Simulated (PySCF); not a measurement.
Dipole response of Nb⁺ (niobium, charge +1)

[Kr] 4d4, high-spin 5D determinant. Calculation: PySCF 2.14, in aug-cc-pwCVQZ-PP with ECP28MDF (9s9p8d5f4g3h, 180 functions); a scalar-relativistic core potential. Coupled (time-dependent) response in atomic units; α is the mean over directions.

```
method  mean α (bohr³)         α xx, yy, zz  C₆ (like pair)  S(−4)
  PBE0           27.94  29.87, 29.87, 24.07           182.2  619.3
```

S(−4) is the Cauchy moment in α(ω) = α(0) + S(−4) ω² + …

Spin-orbit coupling is absent.

α(iu) at PBE0:

```
u (hartree)  α(iu) (bohr³)
          0          27.94
     0.0500          26.51
      0.100          23.33
      0.200          17.25
      0.300          13.34
      0.500          9.019
      0.750          6.227
       1.00          4.606
       1.50          2.821
       2.00          1.893
       3.00          1.003
       5.00         0.4101
```

A single London oscillator, α(iu) = α/(1 + u²/ω²), gives C₆ = (3/4) ω α². Matching the computed C₆ needs ω = 4 × 182.2 / (3 × 27.94²) = 0.311 hartree.

For an ion, C₆ is the dispersion term alone; charge-induced terms of lower order in 1/R come first.

The components differ because the open shell of this determinant is not spherical; for a pure term their mean is the scalar polarisability.

Energies and moments cover only the electrons outside the core potential.
